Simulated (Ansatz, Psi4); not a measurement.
The Psi4 input:
```
memory 2 GB

molecule mol {
0 1
  Tl   -0.000000   -0.000000   -0.449804
  Cl    0.000000    0.000000    2.143186
}

set basis def2-svp
set reference rks
set scf_type pk
set puream true
set d_convergence 1e-8
set dft_radial_points 99
set dft_spherical_points 590

energy('b3lyp')
print_variables()
```

Problem. Convert this to an input for Ansatz (a program for electronic structure).

Solution. Several could match; the one computed here: 
Ansatz 0.2 input:
```yaml
crystal:
  periodic: [false, false, false]
  atoms:
    - {symbol: Tl, position_ang: [-0.00000000, -0.00000000, -0.44980442]}
    - {symbol: Cl, position_ang: [0.00000000, 0.00000000, 2.14318575]}
basis:
  gaussian:
    orbitals: def2-SVP
hamiltonian:
  xc: b3lyp
accuracy: high
```

Both were run: Psi4 gave -632.724279 Eh and Ansatz -632.724277 Eh, 0.001 mEh apart.
